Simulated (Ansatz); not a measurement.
Constitutional and geometric isomers with formula H2F2Si2. All species are isolated molecules in the gas phase. Strings in code marks are SMILES.

Quantity: electronic energy of isomers of H2F2Si2 relative to `F[Si](F)=[SiH2]`, in eV. The restricted reference of `F/[SiH]=[SiH]\F` and `F[Si](F)=[SiH2]` is unstable towards unrestricted orbitals.

Case: `F/[SiH]=[SiH]\F`. Geometry of `F/[SiH]=[SiH]\F` (neutral, multiplicity 1, Å):

```xyz
6

F     -1.9448     1.3294    -0.3266
Si    -1.0672     0.1383     0.2932
Si     1.0220    -0.1792    -0.3131
F      2.0220     1.0555    -0.5320
H     -1.8600    -1.1120     0.1665
H      1.7017    -1.1491     0.5844
```

Q: What electronic energy of isomers of H2F2Si2 relative to `F[Si](F)=[SiH2]` does frozen-core CCSD(T)/cc-pVQZ // ωB97X-D3(BJ)/def2-TZVP (Ansatz, a program for electronic structure) give?

A: 0.389 eV.
